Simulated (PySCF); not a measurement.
From one molecule to another.

First species: C6H9NS2.
SMILES with atom numbers: `[CH3:1][S:2][c:3]1[cH:4][s:5][c:6]([CH2:7][NH2:8])[cH:9]1` (hydrogens: H10, H11, H12 on C1; H13 on C4; H14, H15 on C7; H16, H17 on N8; H18 on C9)

Second species: C₇H₁₂FOP.
Numbering: `[CH3:1][C:2]1=[C:3]([F:4])[P@:5]1(=[O:6])[CH2:7][CH:8]([CH3:9])[CH3:10]` (hydrogens: H11, H12, H13 on C1; H14, H15 on C7; H16 on C8; H17, H18, H19 on C9; H20, H21, H22 on C10)

Geometry (GFN2-xTB, Å), atoms numbered from 1 in this order:
```xyz
22
C7H12FOP angstrom
C      3.749   -0.781    0.104
C      2.451   -0.187    0.473
C      1.628   -0.062    1.525
F      1.628   -0.460    2.797
P      1.011    0.883    0.121
O      1.066    2.341    0.005
C     -0.333    0.055   -0.810
C     -1.643    0.771   -0.491
C     -2.795    0.155   -1.281
C     -1.900    0.712    1.008
H      4.403   -0.014   -0.311
H      4.224   -1.223    0.980
H      3.612   -1.550   -0.656
H     -0.085    0.145   -1.872
H     -0.364   -0.998   -0.535
H     -1.531    1.821   -0.783
H     -2.603    0.206   -2.350
H     -2.933   -0.888   -1.003
H     -3.719    0.689   -1.073
H     -1.073    1.188    1.540
H     -2.818    1.236    1.264
H     -1.985   -0.320    1.346
```

Levels: PBE0/pcSseg-1 for dipole moment, HOMO energy, LUMO energy and HOMO–LUMO gap; GFN2-xTB for rotational constant A and rotational constant C. Geometries: GFN2-xTB. Each structure is a single optimised conformer of the isolated species, non-relativistic unless stated; the electronic structure was computed with PySCF and density fitting.

Dipoles, sizes and rotational constants follow the conformer. The torsions of the flexible species, by atom-mapped SMILES:
- `[CH3:1][S:2][c:3]1[cH:4][s:5][c:6]([CH2:7][NH2:8])[cH:9]1`: C1–S2–C3–C4 -1°, S5–C6–C7–N8 -84°, H–N8–C7–C6 61°, H–N8–C7–C6 -57°
- `[CH3:1][C:2]1=[C:3]([F:4])[P@:5]1(=[O:6])[CH2:7][CH:8]([CH3:9])[CH3:10]`: C3–P5–C7–C8 107°, P5–C7–C8–C9 178°

Values for the first species:

* Dipole moment: 1.93 D
* HOMO energy: -6.00 eV
* LUMO energy: -0.46 eV
* HOMO–LUMO gap: 5.54 eV
* Rotational constant A: 2.723 GHz
* Rotational constant C: 0.539 GHz

(1) Estimate the same properties for the second species, and the change in each.

Results:

(1) 
```
             property      first     second  second less first
        dipole moment     1.93 D     3.81 D            +1.88 D
          HOMO energy   -6.00 eV   -7.64 eV           -1.64 eV
          LUMO energy   -0.46 eV    0.02 eV           +0.48 eV
        HOMO–LUMO gap    5.54 eV    7.66 eV           +2.12 eV
rotational constant A  2.723 GHz  1.814 GHz         -0.909 GHz
rotational constant C  0.539 GHz  0.609 GHz         +0.070 GHz
```

On the first: The dipole equals about 6.5 × 10⁻³⁰ C·m (1 D = 3.33564 × 10⁻³⁰ C·m).

On the second: A dipole of 3.81 D is allowed in C1, and pure rotational transitions are dipole-allowed. In atomic units the dipole is 1.50 e·bohr (1 au = 2.5417 D).
